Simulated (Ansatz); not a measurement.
Geometry optimisation, RKS PBE-D4/def2-SVP in Ansatz 0.2.0.

The input (input.yaml):

```yaml
crystal:
  periodic: [false, false, false]
  atoms:
    - { symbol: Si, position_ang: [-1.8288, -0.3994, 0.1296] }
    - { symbol: Al, position_ang: [0.3292, -0.0342, 0.8748] }
    - { symbol: C, position_ang: [1.7489, 0.3295, -0.4545] }
    - { symbol: Cl, position_ang: [1.9732, -1.0254, -1.5782] }
    - { symbol: Br, position_ang: [1.3751, 1.9378, -1.4358] }
    - { symbol: H, position_ang: [-2.7528, 0.6844, 0.7075] }
    - { symbol: H, position_ang: [-1.8775, -0.2368, -1.344] }
    - { symbol: H, position_ang: [-2.3031, -1.6746, 0.5089] }
    - { symbol: H, position_ang: [0.6707, -0.0845, 2.4775] }
    - { symbol: H, position_ang: [2.7483, 0.452, 0.1171] }
basis:
  gaussian: { orbitals: def2-SVP }
hamiltonian:
  xc: pbe
  dispersion: d4
relax:
  f_tol: 0.02
  max_steps: 50
```

Command:

```bash
$ ansatz run input.yaml --threads 2 --pin off --max-ram 3072MiB --backend cpu --events-out ev --progress --plain --runs-dir out
```

Task: Where does it end, and by what steps?

Result: It converged. After 14 steps the energy has fallen by 0.557 eV; Br5 moved furthest, 0.81 Å. Joined: Al2–Br5.

```csv
step,energy less start (eV),largest force component (eV/Å),accepted
0,0.0000,1.933,yes
1,-0.3307,0.799,yes
2,-0.3821,0.137,yes
3,-0.3940,0.164,yes
4,-0.4024,0.105,yes
5,-0.4400,0.160,yes
6,-0.4831,0.319,yes
7,-0.5186,0.471,yes
8,-0.4968,0.913,no
9,-0.5480,0.186,yes
10,-0.5398,0.264,no
11,-0.5548,0.071,yes
12,-0.5568,0.066,yes
13,-0.5573,0.031,yes
14,-0.5575,0.014,yes
```

```xyz
10
Properties=species:S:1:pos:R:3
Si -1.851 -0.401 0.060
Al 0.362 0.193 0.922
C 1.867 0.006 -0.382
Cl 1.697 -0.902 -1.872
Br 1.338 2.037 -0.637
H -2.912 0.547 0.565
H -1.885 -0.369 -1.447
H -2.259 -1.788 0.497
H 0.787 0.529 2.425
H 2.940 0.098 -0.129
```

The run took 56 s on 2 threads of Arm Neoverse V1, with other jobs on the host, peak memory 0.19 GiB.
